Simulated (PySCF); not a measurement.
Isomers of C5H8F3P, one GFN2-xTB conformer each. Single-point energies are computed at PBE0/pcSseg-1 (PySCF, gas phase, no added dispersion term), electronic only.

| SMILES | GFN2-xTB relative energy (kcal/mol) |
| --- | --- |
| CC(C)/C=P\C(F)(F)F | 15.7 |
| FC(F)(F)CPC1CC1 | 9.2 |
| CCCPC(F)=C(F)F | 22.3 |
| CCP(C)C(F)=C(F)F | 22.1 |
| CP(C1CC1)C(F)(F)F | 9.7 |
| C=C(C)P(C)C(F)(F)F | 13.7 |
| CC1CP(C(F)(F)F)C1 | 0.0 |
| C=CPCCC(F)(F)F | 17.0 |

Conformers: `[CH3:1][CH:2]([CH3:3])/[CH:4]=[P:5]\[C:6]([F:7])([F:8])[F:9]` with C1–C2–C4–P5 -103°; `[F:1][C:2]([F:3])([F:4])[CH2:5][PH:6][CH:7]1[CH2:8][CH2:9]1` with C2–C5–P6–C7 -169°, C5–P6–C7–C8 -92°; `[CH3:1][CH2:2][CH2:3][PH:4][C:5]([F:6])=[C:7]([F:8])[F:9]` with C1–C2–C3–P4 179°, C2–C3–P4–C5 53°, C3–P4–C5–F6 -110°; `[CH3:1][CH2:2][P:3]([CH3:4])[C:5]([F:6])=[C:7]([F:8])[F:9]` with C1–C2–P3–C4 -176°, C2–P3–C5–F6 -4°; `[CH3:1][P:2]([CH:3]1[CH2:4][CH2:5]1)[C:6]([F:7])([F:8])[F:9]` with C1–P2–C3–C4 -106°; `[CH2:1]=[C:2]([CH3:3])[P:4]([CH3:5])[C:6]([F:7])([F:8])[F:9]` with C1–C2–P4–C5 30°; `[CH3:1][CH:2]1[CH2:3][P:4]([C:5]([F:6])([F:7])[F:8])[CH2:9]1` with C1–C2–C3–P4 130°, C2–C3–P4–C5 87°, C3–P4–C9–C2 8°, C1–C2–C9–P4 -130°; `[CH2:1]=[CH:2][PH:3][CH2:4][CH2:5][C:6]([F:7])([F:8])[F:9]` with C1–C2–P3–C4 -121°, C2–P3–C4–C5 172°, P3–C4–C5–C6 176°.

Problem. What does PBE0/pcSseg-1 give for the same structures?

Solution. 
| SMILES | PBE0/pcSseg-1 E (Eh) | PBE0/pcSseg-1 (kcal/mol) | GFN2-xTB (kcal/mol) | point group |
| --- | --- | --- | --- | --- |
| CC1CP(C(F)(F)F)C1 | -835.51346 | 0.0 | 0.0 | near Cs |
| C=CPCCC(F)(F)F | -835.50953 | 2.5 | 17.0 | C1 |
| C=C(C)P(C)C(F)(F)F | -835.50681 | 4.2 | 13.7 | C1 |
| FC(F)(F)CPC1CC1 | -835.50664 | 4.3 | 9.2 | C1 |
| CP(C1CC1)C(F)(F)F | -835.50465 | 5.5 | 9.7 | C1 |
| CC(C)/C=P\C(F)(F)F | -835.49946 | 8.8 | 15.7 | C1 |
| CCP(C)C(F)=C(F)F | -835.47629 | 23.3 | 22.1 | C1 |
| CCCPC(F)=C(F)F | -835.46907 | 27.9 | 22.3 | C1 |

Both levels put the same isomer lowest; measured from each level's own lowest isomer, the values differ by up to 14.5 kcal/mol (C=CPCCC(F)(F)F: 17.0 against 2.5). As drawn, the lowest has a four-membered ring, which the highest lacks; the highest has a C=C bond outside aromatic rings, which the lowest lacks. Neighbours under 2.5 kcal/mol apart (CC1CP(C(F)(F)F)C1 and C=CPCCC(F)(F)F; C=CPCCC(F)(F)F and C=C(C)P(C)C(F)(F)F; C=C(C)P(C)C(F)(F)F and FC(F)(F)CPC1CC1; FC(F)(F)CPC1CC1 and CP(C1CC1)C(F)(F)F) can change places with a better method, another conformer or zero-point energy.

Problem. Which frontier levels, dipoles and rotational constants go with these structures?

Solution. 
| SMILES | HOMO (eV, PBE0/pcSseg-1) | LUMO (eV) | dipole (D) | A, B, C (MHz) |
| --- | --- | --- | --- | --- |
| CC1CP(C(F)(F)F)C1 | -7.29 | 0.17 | 2.79 | 2713, 895.4, 887.8 |
| C=CPCCC(F)(F)F | -7.02 | -0.42 | 2.10 | 3417, 509.2, 493.1 |
| C=C(C)P(C)C(F)(F)F | -7.19 | -0.35 | 2.22 | 1910, 1210, 941.4 |
| FC(F)(F)CPC1CC1 | -7.48 | 0.56 | 3.30 | 3533, 616.9, 597.6 |
| CP(C1CC1)C(F)(F)F | -7.54 | 0.49 | 2.63 | 2114, 1069, 869.7 |
| CC(C)/C=P\C(F)(F)F | -7.80 | -2.07 | 2.77 | 2215, 867.3, 812.3 |
| CCP(C)C(F)=C(F)F | -6.84 | 0.00 | 2.00 | 2002, 914.7, 748.3 |
| CCCPC(F)=C(F)F | -6.90 | -0.11 | 2.13 | 1698, 804.9, 755.1 |
